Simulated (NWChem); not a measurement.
System: HTeSF; SMILES F[Te]S

```xyz
4

Te     0.3402     0.4025    -0.0066
F     -1.4221     1.3013    -0.0108
S     -0.2800    -1.9081    -0.0533
H     -0.4133    -2.1115     1.2937
```
Atoms are numbered in this order, from 1.

Computed with NWChem. Structure relaxed at the PBE-D3(BJ)/def2-SVP level. def2 effective core potentials on Te; no spin-orbit coupling. Vertical excitations in the gas phase.

**Question.** Predict the results for Hartree-Fock/def2-SVP, TDHF. Quantities: lowest excitation, singlet (eV); oscillator strength of that lowest state; lowest triplet (eV); orbital gap (eV).

**Answer.** 
| Quantity | Value |
|---|---|
| lowest excitation, singlet (eV) | 3.21 |
| oscillator strength of that lowest state | 0.001 |
| lowest triplet (eV) | 1.85 |
| orbital gap (eV) | 10.53 |
